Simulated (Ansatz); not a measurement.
```yaml
crystal:
  periodic: [false, false, false]
  atoms:
    - {symbol: C, position_ang: [1.442552, 2.321836, 0.592994]}
    - {symbol: C, position_ang: [0.675710, 1.176873, 1.240446]}
    - {symbol: P, position_ang: [-0.037967, 0.021999, 0.031635]}
    - {symbol: C, position_ang: [-1.262972, 0.947363, -0.941631]}
    - {symbol: C, position_ang: [-1.968089, 0.091027, -1.984572]}
    - {symbol: C, position_ang: [-0.940066, -1.249104, 0.966970]}
    - {symbol: C, position_ang: [-0.036086, -2.091059, 1.857000]}
    - {symbol: Ga, position_ang: [1.646920, -0.943478, -1.364846]}
    - {symbol: Cl, position_ang: [1.864623, 0.483259, -2.993371]}
    - {symbol: Xx, position_ang: [0.805922, -2.860187, -1.959927]}
    - {symbol: Cl, position_ang: [3.385654, -1.092520, -0.064936]}
    - {symbol: H, position_ang: [0.794372, 2.955812, -0.014381]}
    - {symbol: H, position_ang: [1.892397, 2.949907, 1.363759]}
    - {symbol: H, position_ang: [2.245909, 1.949208, -0.045076]}
    - {symbol: H, position_ang: [1.348611, 0.580425, 1.862523]}
    - {symbol: H, position_ang: [-0.131696, 1.543317, 1.883438]}
    - {symbol: H, position_ang: [-0.708885, 1.752687, -1.431552]}
    - {symbol: H, position_ang: [-1.974723, 1.408989, -0.248925]}
    - {symbol: H, position_ang: [-1.252974, -0.363276, -2.672748]}
    - {symbol: H, position_ang: [-2.553754, -0.708882, -1.528423]}
    - {symbol: H, position_ang: [-2.650526, 0.707935, -2.571600]}
    - {symbol: H, position_ang: [-1.729621, -0.755665, 1.543762]}
    - {symbol: H, position_ang: [-1.424209, -1.883148, 0.219196]}
    - {symbol: H, position_ang: [-0.621518, -2.868134, 2.351312]}
    - {symbol: H, position_ang: [0.746340, -2.581696, 1.275219]}
    - {symbol: H, position_ang: [0.444067, -1.493478, 2.633724]}
basis:
  gaussian: {orbitals: "6-31G*", final_grid: {core_spheres: 20, valence_spheres: 16, degree: 47}}
hamiltonian: {xc: {name: r2SCAN50}}
output: {forces: true}
```

```sh
$ ansatz run in.yaml --threads 11 --pin off --events-out ev --progress --plain --max-ram 174080MiB --backend cpu
```

Task: How does Ansatz answer? (Estimate.)

Result: Ansatz gave: The program refused the input.
```
Error: YAML parse error: error: line 13 column 16: `Xx` is not an element symbol (H … Og, case-exact)
  --> <input>:13:16
   |
11 |     - {symbol: Ga, position_ang: [1.646920, -0.943478, -1.364846]}
12 |     - {symbol: Cl, position_ang: [1.864623, 0.483259, -2.993371]}
13 |     - {symbol: Xx, position_ang: [0.805922, -2.860187, -1.959927]}
   |                ^ `Xx` is not an element symbol (H … Og, case-exact)
14 |     - {symbol: Cl, position_ang: [3.385654, -1.092520, -0.064936]}
15 |     - {symbol: H, position_ang: [0.794372, 2.955812, -0.014381]}
   |
```
